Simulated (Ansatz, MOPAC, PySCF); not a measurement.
Torsion H5–O3–C2–O1 in CH2O2 (SMILES O=CO); at each angle all else is relaxed with GFN2-xTB, and the levels are single points there.
Geometry at 0° (charge 0, multiplicity 1):
```xyz
5

O     -0.6258     1.0830     0.4975
C     -0.4165    -0.0057     0.0574
O      0.7707    -0.4900    -0.2654
H     -1.1897    -0.7633    -0.1419
H      1.4698     0.1649    -0.0965
```

On the grid 0° to 180°, 100° is the highest and 0° the lowest point at CCSD(T)/CBS(cc-pVTZ, cc-pVQZ).

Rows in 6-31G* carry no dispersion term and start afresh at each structure (6-31G* with six Cartesian d functions). The state that PM3 reach isn't checked.

The values were computed with Ansatz (a first-principles code); MOPAC for PM3 (differences of heats of formation); PySCF for 6-31G* rows. 

Problem. One of these levels gives 632.4 meV for the energy at 100° less that at 0°. Which?
(A) PM3
(B) r2SCAN/def2-TZVPP
(C) BP86/6-31G*

Solution. C, BP86/6-31G*. The others give 423.6 (PM3), 585.2 (r2SCAN/def2-TZVPP)
